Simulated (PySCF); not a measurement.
# How methods differ on the ionisation energy of Hg⁺

Hg⁺ [Xe] 4f14 5d10 6s1 (2S) → Hg²⁺ [Xe] 4f14 5d10 (1S), as a difference of total energies. Calculation: PySCF 2.14, in aug-cc-pwCVTZ-PP with ECP60MDF (8s8p7d4f3g, 122 functions); scalar relativity through the core potential. Correlated levels: valence: 5s2 5p6 frozen; valence and next inner shell: nothing frozen outside the core potential. The calculations carry no spin-orbit coupling.

```json
{"method": "UHF", "ionisation energy (eV)": "17.125", "error (eV)": "-1.632"}
{"method": "LDA", "ionisation energy (eV)": "19.539", "error (eV)": "+0.782"}
{"method": "PBE", "ionisation energy (eV)": "19.127", "error (eV)": "+0.370"}
{"method": "PBE0", "ionisation energy (eV)": "18.797", "error (eV)": "+0.040"}
{"method": "r2SCAN", "ionisation energy (eV)": "19.030", "error (eV)": "+0.273"}
{"method": "wB97M-V", "ionisation energy (eV)": "18.371", "error (eV)": "-0.386"}
{"method": "HSE06", "ionisation energy (eV)": "18.824", "error (eV)": "+0.067"}
{"method": "wB97X-V", "ionisation energy (eV)": "18.449", "error (eV)": "-0.308"}
{"method": "MP2 (valence)", "ionisation energy (eV)": "18.694", "error (eV)": "-0.063"}
{"method": "SCS-MP2 (valence)", "ionisation energy (eV)": "18.474", "error (eV)": "-0.283"}
{"method": "MP2 (valence and next inner shell)", "ionisation energy (eV)": "18.900", "error (eV)": "+0.143"}
{"method": "SCS-MP2 (valence and next inner shell)", "ionisation energy (eV)": "18.618", "error (eV)": "-0.139"}
```

Reference: 18.757 eV (measured; NIST Atomic Spectra Database, ionization energies).

Errors of the correlated levels include the incompleteness of this basis and the frozen core.
